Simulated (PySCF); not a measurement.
Molecule: `C=C(OC)B(F)F`, C₃H₅BF₂O.

Molfile (atoms numbered from 1):
```
C3H5BF2O
     RDKit          3D

 12 11  0  0  0  0  0  0  0  0999 V2000
    0.5046   -1.2358   -0.3098 C   0  0  0  0  0  0  0  0  0  0  0  0
    0.4551    0.1093   -0.2519 C   0  0  0  0  0  0  0  0  0  0  0  0
   -0.5320    0.8498    0.2927 O   0  0  0  0  0  0  0  0  0  0  0  0
   -1.6083    0.1773    0.8792 C   0  0  0  0  0  0  0  0  0  0  0  0
    1.6150    0.9711   -0.8432 B   0  0  0  0  0  0  0  0  0  0  0  0
    1.6152    2.2842   -0.7709 F   0  0  0  0  0  0  0  0  0  0  0  0
    2.6417    0.3934   -1.4372 F   0  0  0  0  0  0  0  0  0  0  0  0
   -0.2695   -1.8944    0.0890 H   0  0  0  0  0  0  0  0  0  0  0  0
    1.3681   -1.7055   -0.7820 H   0  0  0  0  0  0  0  0  0  0  0  0
   -2.2882    0.9427    1.2740 H   0  0  0  0  0  0  0  0  0  0  0  0
   -1.2754   -0.4742    1.7075 H   0  0  0  0  0  0  0  0  0  0  0  0
   -2.1496   -0.4434    0.1421 H   0  0  0  0  0  0  0  0  0  0  0  0
  1  2  2  0
  2  3  1  0
  3  4  1  0
  2  5  1  0
  5  6  1  0
  5  7  1  0
  1  8  1  0
  1  9  1  0
  4 10  1  0
  4 11  1  0
  4 12  1  0
M  END
```

Spin–spin couplings on one PBE0-D3(BJ)/def2-SVP geometry, PySCF 2.14, gas phase, non-relativistic, equivalent pairs averaged (spin–dipole term only in couplings to heteroatoms); isotopes 11B, 19F, 13C, 1H, 17O; basis pcJ-1.

**Question.** How do the couplings (Hz) change with the functional? Times are CPU seconds on 1 thread of an Arm Neoverse V2, shared host.

**Answer.** 
| functional | functions | 1J(B5,F6) | 1J(C1,H9) | 1J(C1,H8) | 1J(C4,H10) | 1J(C2,B5) | 1J(C1,C2) | 1J(C2,O3) | core-s |
| --- | --- | --- | --- | --- | --- | --- | --- | --- | --- |
| LDA | 239 | -161.6 | 137.8 | 127.0 | 112.3 | 95.3 | 55.5 | 35.4 | 20 |
| PBE | 239 | -159.5 | 161.8 | 150.4 | 135.2 | 109.8 | 66.1 | 35.3 | 30 |
| KT2 | 239 | -193.8 | 174.0 | 160.3 | 143.1 | 98.7 | 54.1 | 39.2 | 32 |
| PBE0 | 239 | -118.7 | 166.9 | 156.6 | 140.1 | 114.1 | 71.5 | 30.0 | 47 |
| B97-2 | 239 | -117.0 | 160.2 | 150.4 | 134.4 | 116.3 | 70.2 | 29.0 | 46 |
| BHandHLYP | 239 | -69.5 | 190.1 | 180.1 | 159.8 | 125.8 | 86.0 | 23.8 | 52 |
| CAM-B3LYP | 239 | -111.3 | 173.8 | 163.4 | 145.9 | 116.1 | 73.3 | 27.9 | 65 | Left out for a near triplet instability: HF/pcJ-1.
